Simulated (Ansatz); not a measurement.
System (SMILES): F[Si]F (closed-shell singlet).
Atoms: Si1, F2, F3. Bonds: Si1-F2, Si1-F3.

Basis-set convergence of the lowest harmonic wavenumber at CCSD(T) with Ansatz (a first-principles code). Each level at its own minimum, finite differences of forces, unscaled; the reference is a large set that could be run, not a limit. Cartesian d functions, on some or all atoms, in 6-311G**, 6-311+G**; all else is spherical. Cores are frozen. A restricted Hartree-Fock determinant is unstable towards unrestricted orbitals. No added dispersion term, no relativity. Reference: the value in aug-cc-pV(T+d)Z, 339 cm⁻¹, itself unsure by roughly 1 cm⁻¹ (its distance from def2-TZVPPD). Deviations are taken from unrounded values.

```tsv
basis	functions	lowest harmonic wavenumber (cm⁻¹)
cc-pV(D+d)Z	51	331
aug-cc-pV(D+d)Z	78	317
6-311G**	63	350
6-311+G**	75	344
cc-pV(T+d)Z	99	345
aug-cc-pV(T+d)Z	147	339
def2-TZVPP	104	345
def2-TZVPPD	128	341
```

What the diffuse functions change, pair by pair:
- cc-pV(D+d)Z to aug-cc-pV(D+d)Z: 27 more functions, deviation -8 to -22 cm⁻¹
- 6-311G** to 6-311+G**: 12 more functions, deviation 10 to 5 cm⁻¹
- cc-pV(T+d)Z to aug-cc-pV(T+d)Z: 48 more functions, deviation 6 to 0 cm⁻¹
- def2-TZVPP to def2-TZVPPD: 24 more functions, deviation 6 to 1 cm⁻¹

Leaving out the reference's own pair, they bring the value nearer the reference by more than 1 cm⁻¹ in 2 of 3 pairs.
